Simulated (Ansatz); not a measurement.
BFGaH$_{6}$NSi, SMILES `[NH2][Ga]([SiH3])[BH]F`, relaxed with RKS PBE0-D4/def2-TZVP in the Gaussian-basis code of Ansatz from a GFN2-xTB geometry. The force threshold is 0.005 eV/Å; the program also tests the step.

The species carries charge 0 and has multiplicity 1.

Start:

```xyz
11

N     1.327   -0.535    1.104
Ga    0.207   -0.045   -0.276
Si   -1.599    1.293    0.609
B     0.869   -1.058   -2.039
F     0.169   -2.182   -2.153
H     2.161   -1.111    1.039
H     1.245   -0.248    2.075
H    -1.204    2.685    0.904
H    -2.121    0.747    1.879
H    -2.771    1.399   -0.286
H     1.715   -0.945   -2.857
```

Q: How much energy does the relaxation release, and in how many steps? (Estimate.)

A: The calculation gave: 4.12 kcal/mol, in 41 steps, 8 of them rejected.

Q: Which bonds change most? (Best estimate.)

A: The calculation gave: B4–H11 from 1.182 to 1.207 Å; Ga2–B4 from 2.138 to 2.115 Å; N1–Ga2 from 1.845 to 1.822 Å; Si3–H8 from 1.477 to 1.491 Å.

Q: Give the relaxed structure. (An estimate is asked.)

A: Ansatz gave: 
```xyz
11

N     1.288   -0.763    1.321
Ga    0.269   -0.224   -0.090
Si   -1.530    1.257    0.540
B     0.802   -0.886   -2.027
F     0.213   -1.951   -2.551
H     2.075   -1.386    1.260
H     1.104   -0.489    2.272
H    -1.416    2.571   -0.156
H    -1.551    1.526    2.007
H    -2.855    0.683    0.169
H     1.602   -0.340   -2.747
```
